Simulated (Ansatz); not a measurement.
Ideal-gas functions of H₄NO₂Y, SMILES `[NH2][Y]([OH])[OH]` at 298.15 K and 1 bar, from an Ansatz frequency run at PBE0-D4/def2-TZVP.

Molar mass 138.94 g/mol, point group C2v (symmetry number 2), electronic degeneracy 1, moments of inertia 110.768, 120.478, 231.246 u Å². Harmonic wavenumbers (cm⁻¹, unscaled): 59, 123, 131, 264, 321, 358, 415, 417, 417, 529, 558, 608, 621, 1552, 3534, 3618, 4001, 4001.

Use S(trans) = R[1.5 ln M + 2.5 ln T − 1.1517]; rotational temperatures θ = 24.2544 K / I; S(rot) = R[ln(√π/σ · √(T³/θAθBθC)) + 1.5]; for each mode x = 1.438777 ν̃/T, S = R[x/(eˣ − 1) − ln(1 − e⁻ˣ)] and H = RT x/(eˣ − 1); 1 cm⁻¹ = 0.0119627 kJ/mol; R = 8.31446 J/(mol·K).

Q: By hand: the entropy, in J/(mol·K).

A: Translation 170.4. Rotation: θ = 0.219, 0.2013, 0.1049 K, giving 104.9. Vibration, mode by mode: 18.79, 12.77, 12.26, 6.84, 5.46, 4.73, 3.80, 3.77, 3.77, 2.47, 2.21, 1.82, 1.74, 0.04, 0.00, 0.00, 0.00, 0.00, in all 80.5. Electronic 0.0. Sum 355.8 J/(mol·K).

Q: By hand: H − E and G − E in kJ/mol, counted from the electronic energy.

A: Zero-point energy ½ × 21527 × 0.0119627 = 128.8; thermal vibration 13.1; translation, rotation and pV give 4 RT = 9.9. H − E = 151.8 kJ/mol, and G − E = 151.8 − 298.15 × 355.8/1000 = 45.7 kJ/mol.

Vibration gives 23 % of the entropy, 43.8 J/(mol·K) of it from the modes under 150 cm⁻¹: soft modes count most, and the harmonic formula is weakest for them. The sum counts one conformer and one mirror image; others add a mixing term.
